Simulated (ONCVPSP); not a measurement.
Reading a pseudo-wave (P (Z = 15))

Columns: radius, all-electron u(r) and pseudo u(r) of the 2p shell (level -124.47 eV) of phosphorus in the configuration [He] 2s2 2p6 3s2 3p3; revPBE, non-relativistic, ONCV scheme, ONCVPSP 4.0.1.

| r (bohr) | all-electron | pseudo |
| --- | --- | --- |
| 0.050 | 0.1852 | 0.0445 |
| 0.100 | 0.5231 | 0.1720 |
| 0.150 | 0.8450 | 0.3659 |
| 0.200 | 1.0944 | 0.6016 |
| 0.250 | 1.2610 | 0.8505 |
| 0.300 | 1.3519 | 1.0831 |
| 0.350 | 1.3821 | 1.2752 |
| 0.400 | 1.3659 | 1.4081 |
| 0.450 | 1.3175 | 1.4748 |
| 0.500 | 1.2473 | 1.4747 |
| 0.550 | 1.1640 | 1.4175 |
| 0.600 | 1.0739 | 1.3169 |
| 0.650 | 0.9816 | 1.1885 |
| 0.700 | 0.8904 | 1.0484 |
| 0.750 | 0.8026 | 0.9099 |
| 0.800 | 0.7196 | 0.7825 |
| 0.850 | 0.6423 | 0.6724 |
| 0.900 | 0.5710 | 0.5812 |
| 0.950 | 0.5060 | 0.5076 |
| 1.000 | 0.4471 | 0.4472 |
| 1.050 | 0.3942 | 0.3942 |
| 1.100 | 0.3469 | 0.3469 |
| 1.150 | 0.3048 | 0.3048 |
| 1.200 | 0.2675 | 0.2675 |
| 1.250 | 0.2344 | 0.2344 |
| 1.300 | 0.2052 | 0.2052 |

How many radial nodes do the two functions have?

The all-electron 2p function has n − l − 1 = 0; the pseudo-wave has 0.

At about which radius was the pseudo-wave matched?

1.00 bohr, where the columns begin to agree (steps of 0.05 bohr).

Is the pseudo-wave norm-conserving?

Yes: the ONCV scheme keeps the norm inside the radius equal to the all-electron one, which fixes the energy derivative of the logarithmic derivative at the level.
